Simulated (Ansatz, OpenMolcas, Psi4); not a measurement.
**A ladder of methods for C2F4O (SMILES O=C(F)C(F)(F)F)**

C2F4O has 7 atoms, charge 0, and is taken as a singlet. As SMILES, `O=C(F)C(F)(F)F`. The coordinates come from a PBE0-D4/def2-TZVP relaxation.

```xyz
7

O     1.0612   -1.3962    0.7011
C     0.0890   -0.7981    0.4351
F    -1.1368   -1.2010    0.7399
C     0.0181    0.5518   -0.3064
F    -0.6979    0.4183   -1.4187
F    -0.5643    1.4616    0.4688
F     1.2308    0.9636   -0.6198
```

Each level gives the energy change with the C4–F7 bond stretched from 1.318 to 1.714 Å (eV). The values are calculated.

| level | kind | program | value (eV) | less CCSD(T)/cc-pVDZ | CPU time (all runs) |
| --- | --- | --- | --- | --- | --- |
| SVWN5/cc-pVDZ (restricted) | LDA | Ansatz | 1.57 | +0.04 | 7.7 s |
| BLYP/cc-pVDZ (restricted) | GGA | OpenMolcas | 1.11 | -0.42 | 62 s |
| r2SCAN/cc-pVDZ (restricted) | meta-GGA | OpenMolcas | 1.45 | -0.08 | 78 s |
| B3LYP/cc-pVDZ (restricted) | global hybrid | OpenMolcas | 1.45 | -0.08 | 57 s |
| PBE0/cc-pVDZ (restricted) | global hybrid | OpenMolcas | 1.63 | +0.10 | 55 s |
| wB97M-V/cc-pVDZ (restricted) | range-separated hybrid | Ansatz | 1.61 | +0.08 | 2.4 min |
| wB97X/cc-pVDZ (restricted) | range-separated hybrid | Ansatz | 1.62 | +0.09 | 48 s |
| PBE-QIDH/cc-pVDZ (restricted) | double hybrid | Ansatz | 1.79 | +0.26 | 23 s |
| RPA@PBE0/cc-pVDZ (restricted) | RPA | Ansatz | 1.48 | -0.05 | 26 s |
| CCSD(T)/cc-pVDZ (restricted) | coupled cluster or CI | Psi4 | 1.53 | 0.00 | 3.8 min |

CCSD(T)/cc-pVDZ (restricted) is the highest level here, not the true value. The first shape isn't each level's own minimum. The values span 1.11 to 1.79 eV. Times are those of the runs behind each value, whatever else they computed, on shared processors of several kinds: orders of magnitude only.
